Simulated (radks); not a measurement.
Numerical settings for neutral caesium, [Xe] 6s1. All-electron calculation, Dirac Kohn-Sham, PBEsol, spin-unpolarised, spherical densities, finite nucleus; Fermi nuclear charge, rms radius 4.8041 fm. Program: a radial shooting solver on a logarithmic mesh with Libxc functionals. The defaults (mesh step 0.008 in ln r, mesh end at 40 bohr or more with all orbitals vanishing there, Anderson mixing 0.5 over 9 steps, residual threshold near 1e-9 with the energy settled to 1e-9 hartree or 1e-11 of itself, here a cap of 97 iterations) give E = -7786.8507 hartree and 6s1/2 at -2.084 eV in 14 iterations. Run on one thread of a shared host, so times are rough (Arm Neoverse V1): 0.14 s of CPU time, 0.14 s wall, 14 iterations on 2440 mesh points. Changes against that run (0 stands for a change within the tolerance of the run):

| setting | iterations | converged | E (mhartree) | e(6s1/2) (meV) | CPU (s) |
|---|---|---|---|---|---|
| mesh step in ln r 0.012 | 14 | yes | 0 | 0 | 0.1 |
| mesh step in ln r 0.02 | 14 | yes | +0.000333 | 0 | 0.07 |
| mesh step in ln r 0.003 | 14 | yes | 0 | 0 | 0.36 |
| mesh end (bohr) 20 | 14 | yes | +0.00649 | +0.898 | 0.14 |
| mesh end (bohr) 5 | 13 | level above zero | +333 | +9.75e+03 | 0.11 |
| residual threshold 0.1 | 8 | yes | 0 | +1.35 | 0.11 |
| residual threshold 0.001 | 8 | yes | 0 | +1.35 | 0.11 |
| mixing 2.5 | 15 | yes | 0 | 0 | 0.16 |
| linear mixing, mixing 0.05 | 97 | no | +0.00268 | -7.25 | 0.77 |
| linear mixing, mixing 1 | 97 | no | +0.573 | +31.9 | 1 |
| mixing history 3 | 16 | yes | 0 | 0 | 0.16 |
| iteration cap 5 | 5 | no | +0.00335 | +22.1 | 0.07 |

Settled on a wrong energy, with an occupied level pushed above zero by the early mesh end: mesh end (bohr) 5 (+0.333 hartree). Apart from these: no run marked as converged misses the energy by more than 1 mhartree. A mesh that ends early acts as a hard wall.
